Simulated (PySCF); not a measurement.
## What went wrong, or what changed?

The sound run of [Eu(PH3)]3+ (singlet in the valence; each metal's 4f electrons, 6 of them, lie in its core potential, out of spins and levels) uses PySCF 2.14.0, RKS r2SCAN, Eu lcecp-1-SVP with ECP52, P def2-SVP, H def2-SVP; non-relativistic Hamiltonian with scalar-relativistic core potentials where named; density fitting; no spin-orbit coupling, grid (50, 194), threshold 1e-8 and 55 cycles at the relaxed geometry:
```xyz
5

Eu    0.0000    0.0000   -0.4427
P     0.0000    0.0000    2.5120
H     1.3248    0.0000    3.0467
H    -0.6624    1.1473    3.0467
H    -0.6624   -1.1473    3.0467
```
This run, with dm0 from free metal ions and neutral atoms, differs:

```python
mol = gto.M(atom='''
Eu     0.00000     0.00000    -0.44271
P     -0.00000    -0.00000     2.51197
H      1.32476    -0.00001     3.04673
H     -0.14197     0.24590     0.30520
H     -0.66239    -1.14727     3.04673''',
    basis={'Eu': 'lcecp-1-SVP', 'P': 'def2-SVP', 'H': 'def2-SVP'},
    ecp={'Eu': 'lcecp-1-SVP'},
    charge=3, spin=0)
mf = dft.RKS(mol, xc='R2SCAN')
mf.grids.atom_grid = (50, 194)  # f atoms: unpruned, at least (60, 302)
mf = mf.density_fit()  # fitting sets: Eu AutoAux, P def2-universal-JKFIT, H def2-universal-JKFIT
mf.conv_tol = 1e-08; mf.max_cycle = 61
mf.kernel(dm0)
```

Question: What was changed, and how did it end?

Answer: One atom was put far too close to the first. The SCF did not converge. The cycle limit differs too. These settings are unsound on purpose: the numbers aren't the compound's.
```
init E= -352.800787066545
cycle= 1 E= -373.18467629154  delta_E= -20.4  |g|= 2.29  |ddm|= 5.29
cycle= 2 E= -364.77781421369  delta_E= 8.41  |g|= 2.77  |ddm|= 8.53
cycle= 3 E= -374.472508392366  delta_E= -9.69  |g|= 1.24  |ddm|= 7.43
cycle= 4 E= -375.515896645291  delta_E= -1.04  |g|= 0.382  |ddm|= 4.31
cycle= 5 E= -375.201398652835  delta_E= 0.314  |g|= 0.734  |ddm|= 3.79
...
cycle= 58 E= -375.150975595629  delta_E= 0.0109  |g|= 0.741  |ddm|= 0.0659
cycle= 59 E= -375.15688437363  delta_E= -0.00591  |g|= 0.739  |ddm|= 0.0349
cycle= 60 E= -375.153222379508  delta_E= 0.00366  |g|= 0.742  |ddm|= 0.0223
cycle= 61 E= -375.156967687326  delta_E= -0.00375  |g|= 0.746  |ddm|= 0.0722
SCF not converged.
```

Run from Python with OMP_NUM_THREADS=2; the lines above give its settings.
It took 6.9 s on 2 threads of Arm Neoverse V2, with other jobs on the host.

No frequency check is given that shows the relaxed geometry to be a minimum. An lcecp potential fixes the number of 4f electrons, so in runs with it no electron can move into or out of that shell.
